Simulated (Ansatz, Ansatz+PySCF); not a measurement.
```xyz
2

N     0.0000    0.0000    0.0000
S     0.0000    0.0000    1.6434
```

Basis set: def2-SVP (spherical functions). Left uncorrelated: 6 orbitals. Correlation on ROHF uses semicanonical orbitals with singles. Charge 0, multiplicity 2.

Computed with Ansatz (development build ahead of 0.2.0); each method stands on the lowest determinant of its kind that the runs found.

The atomization energy at this shape (free ground-state atoms in the same class of orbitals less the molecule, no zero-point energy) of doublet NS:

```tsv
method	atomization energy
UHF-CCSDT(Q)	85.79 kcal/mol
ROHF-CCSD(T)	83.94 kcal/mol
ROHF-MP2	84.91 kcal/mol
UHF-MP2	62.43 kcal/mol
ROHF	1.02 kcal/mol
UHF	20.92 kcal/mol
```

Task: What does UHF-CCSD(T) give?

Result: 82.39 kcal/mol. Caution: the shape is not the minimum. Caution for UHF-CCSDT(Q), UHF-CCSD(T), UHF-MP2, UHF: the unrestricted determinant is spin contaminated. Caution for ROHF-CCSD(T), ROHF-MP2, ROHF: an unrestricted determinant lies well below. Caution for UHF-CCSD(T): another reference gives a lower total.
